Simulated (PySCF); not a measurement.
A GIAO shielding run with PySCF (density fitting, non-relativistic, gas phase) on `C=C[SiH2]C[SiH2]S[SiH3]`, C3H12SSi3:

```
$ OMP_NUM_THREADS=1 python probes_run.py task.json out

{"job": {"kind": "nmr", "xc": "PBE0", "basis": "pcSseg-1"}, "charge": 0, "multiplicity": 1}
C     -2.542982     1.671357    -0.253237
C     -2.969201     0.511264     0.220996
Si    -2.196615    -1.169621    -0.126086
C     -0.518935    -0.986268    -0.997345
Si     0.845726    -0.269051     0.089058
S      2.571249    -0.041757    -1.190250
Si     4.144958     0.366517     0.194545
H     -1.677891     1.739178    -0.893150
H     -3.031496     2.608205    -0.028580
H     -3.847330     0.513730     0.856554
H     -3.106671    -1.955455    -0.972983
H     -2.007463    -1.866455     1.153622
H     -0.197989    -1.966424    -1.350392
H     -0.633453    -0.374112    -1.891635
H      0.546523     1.054161     0.631341
H      1.222082    -1.169104     1.178226
H      4.337257    -0.808533     1.036505
H      3.766200     1.513810     1.010427
H      5.286226     0.637807    -0.659914
```

Hardware: 1 thread of an Arm Neoverse N1, shared host. The job also computes population analyses, field gradients.

Problem. How large is the calculation?

Solution. 88 electrons, 207 basis functions and 1169 auxiliary functions.

Problem. How long does it take, and how much memory does it need?

Solution. 71 s of wall time, with 13 SCF cycles and 4 response iterations; peak memory 0.95 GiB. Times on a shared host scatter by some tens of per cent.
